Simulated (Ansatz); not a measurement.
`[CH3][GeH2][Cl]` → HCl + `[CH3][GeH]` at 500 K and 1 bar (germylene formation by 1,1-elimination).

Computed with Ansatz on PBE0-D4/def2-TZVP structures; ΔE is electronic, products minus reactants. CCSD(T)/CBS is the MP2 limit (def2-TZVPP, def2-QZVPP) plus CCSD(T) − MP2 in def2-TZVPP, frozen cores. This one scheme is used for every species. For Ge outer-core shells are correlated without core-valence functions, which leaves a few kJ/mol of doubt a bond. Scalar relativity is left out up to krypton.

```
          species  CCSD(T)/CBS energy (Eh)  H − E (kJ/mol)  S (J/(mol·K))
`[CH3][GeH2][Cl]`              -2576.99593           176.8          361.6
              HCl               -460.38127            32.5          201.9
     `[CH3][GeH]`              -2116.52215           134.7          307.3
```

H − E and S are ideal-gas, rigid-rotor, harmonic terms from PBE0-D4/def2-TZVP. 1 Eh = 2625.50 kJ/mol, R = 8.31446 J/(mol·K).

By hand: ΔE, ΔH, ΔS and ΔG.

ΔE = (-460.38127) + (-2116.52215) − (-2576.99593) = 0.09251 Eh = 242.9 kJ/mol. Δ(H − E) = 32.5 + 134.7 − 176.8 = -9.6, so ΔH = 233.3 kJ/mol. ΔS = 201.9 + 307.3 − 361.6 = 147.6 J/(mol·K). ΔG = 233.3 − 500 × (147.6)/1000 = 159.5 kJ/mol.

By hand: the equilibrium constant, and the temperature at which ΔG would vanish if ΔH and ΔS stayed fixed.

log₁₀ K = −ΔG/(RT ln 10) = -16.7. ΔG = 0 at ΔH/ΔS = 1581 K.

The number of gas molecules changes by +1, which sets the sign of ΔS. A doubt of 5 kJ/mol in ΔE shifts log₁₀ K by 0.5 here. These are equilibria of isolated gas molecules and say nothing of rates. Largest T1 diagnostic: 0.011 (customary marks: 0.02 for closed shells, 0.045 for open ones).
